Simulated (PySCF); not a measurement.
Isomers of C6H11F3, mass 140.081 u with the commonest isotopes. Level of theory: PBE0/pcSseg-1 in PySCF (dipole) on a GFN2-xTB geometry, gas phase. One conformer each, none proved a minimum here; rigid rotors.

Task: Order these by out-of-plane moment Σ m c² = (Ia + Ib − Ic)/2, smallest first.
A. `[CH3:1][CH:2]([CH3:3])[C@H:4]([CH3:5])[C:6]([F:7])([F:8])[F:9]` with C1–C2–C4–C5 -78°
B. `[CH3:1][C@@H:2]([CH2:3][F:4])[C@@:5]([CH3:6])([F:7])[CH2:8][F:9]` with C1–C2–C3–F4 65°, C1–C2–C5–C6 -49°, C2–C5–C8–F9 -36°
C. `[CH3:1][CH2:2][CH2:3][CH2:4][CH2:5][C:6]([F:7])([F:8])[F:9]` with C1–C2–C3–C4 180°, C2–C3–C4–C5 180°, C3–C4–C5–C6 180°
D. `[CH3:1][CH2:2][C:3]([CH3:4])([CH3:5])[C:6]([F:7])([F:8])[F:9]` with C1–C2–C3–C4 63°

Result: C (51.74 u·Å²), A (96.43 u·Å²), B (97.08 u·Å²), D (100.84 u·Å²).

Task: Order these by rotational constant B, largest first.
A. `[CH3:1][CH2:2][C:3]([CH3:4])([CH3:5])[C:6]([F:7])([F:8])[F:9]` with C1–C2–C3–C4 63°
B. `[CH3:1][CH:2]([CH3:3])[C@H:4]([CH3:5])[C:6]([F:7])([F:8])[F:9]` with C1–C2–C4–C5 -78°
C. `[CH3:1][C@@H:2]([CH2:3][F:4])[C@@:5]([CH3:6])([F:7])[CH2:8][F:9]` with C1–C2–C3–F4 65°, C1–C2–C5–C6 -49°, C2–C5–C8–F9 -36°
D. `[CH3:1][CH2:2][CH2:3][CH2:4][CH2:5][C:6]([F:7])([F:8])[F:9]` with C1–C2–C3–C4 180°, C2–C3–C4–C5 180°, C3–C4–C5–C6 180° (1,1,1-trifluorohexane)

Result: C (1378 MHz), A (1218 MHz), B (1126 MHz), D (547.2 MHz).

Task: Order these by rotational constant C, smallest first.
A. `[CH3:1][C@@H:2]([CH2:3][F:4])[C@@:5]([CH3:6])([F:7])[CH2:8][F:9]` with C1–C2–C3–F4 65°, C1–C2–C5–C6 -49°, C2–C5–C8–F9 -36°
B. `[CH3:1][CH:2]([CH3:3])[C@H:4]([CH3:5])[C:6]([F:7])([F:8])[F:9]` with C1–C2–C4–C5 -78°
C. `[CH3:1][CH2:2][C:3]([CH3:4])([CH3:5])[C:6]([F:7])([F:8])[F:9]` with C1–C2–C3–C4 63°
D. `[CH3:1][CH2:2][CH2:3][CH2:4][CH2:5][C:6]([F:7])([F:8])[F:9]` with C1–C2–C3–C4 180°, C2–C3–C4–C5 180°, C3–C4–C5–C6 180°

Result: D (540.7 MHz), B (1081 MHz), A (1116 MHz), C (1175 MHz).

```csv
SMILES,point group,Ia (u·Å²),Ib (u·Å²),Ic (u·Å²),κ,μa (D),μb (D),μc (D)
C[C@@H](CF)[C@@](C)(F)CF,C1,280.12,366.82,452.78,-0.24,0.68,0.12,0.55
CCCCCC(F)(F)F,Cs,114.54,923.61,934.68,-1.00,2.46,0.85,0.00
CC(C)[C@H](C)C(F)(F)F,C1,211.82,448.71,467.66,-0.93,2.24,0.86,0.32
CCC(C)(C)C(F)(F)F,Cs,217.05,414.91,430.28,-0.92,2.38,0.77,0.00
```
